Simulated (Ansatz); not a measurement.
Basis sets compared for Au20⁻ (started as a model of: Au20 tetrahedron). The state is a doublet with charge -1. Geometry PBE-D4/def2-SVP. Ansatz on 4 threads of AMD EPYC 7R13 on a shared host and a share (37 GiB) of an NVIDIA H100 80GB HBM3; times are rough, and most runs start from earlier orbitals.

Cartesian coordinates in Å:
```
Au -1.214 -4.596 -1.651
Au 0.916 -3.100 -0.879
Au 2.972 -1.544 -0.104
Au 4.987 0.094 0.687
Au -1.807 -2.787 0.391
Au 0.508 -1.303 1.268
Au 2.589 0.539 2.048
Au -2.037 -1.026 2.446
Au 0.168 0.642 3.278
Au -2.398 1.017 4.316
Au -1.446 -1.906 -2.337
Au 0.896 -0.372 -1.630
Au 2.951 1.419 -0.679
Au -1.873 -0.047 -0.265
Au 0.470 1.724 0.618
Au -2.110 1.909 1.767
Au -1.314 0.724 -2.990
Au 0.894 2.395 -2.157
Au -1.777 2.734 -0.774
Au -1.375 3.484 -3.351
```

In the def2 sets Au takes a core potential; there is no spin–orbit coupling. Single mean-field runs in def2-SVP, def2-TZVP are fitted with def2-universal-jkfit.

| level | functions | energy (Eh) | HOMO (eV) | LUMO (eV) | wall time |
| --- | --- | --- | --- | --- | --- |
| PBE-D4/def2-SVP | 640 | -2716.6383 | -1.42 | -1.28 | 19 s |
| PBE0-D4/def2-SVP | 640 | -2715.6257 | -1.54 | -0.62 | 33 s |

Estimate the rows for PBE-D4/def2-TZVP (with forces), PBE0-D4/def2-TZVP.


```csv
level,functions,energy (Eh),HOMO (eV),LUMO (eV),wall time
PBE-D4/def2-TZVP (with forces),800,-2716.8198,-1.49,-1.35,19 s
PBE0-D4/def2-TZVP,800,-2715.7979,-1.61,-0.67,44 s
```
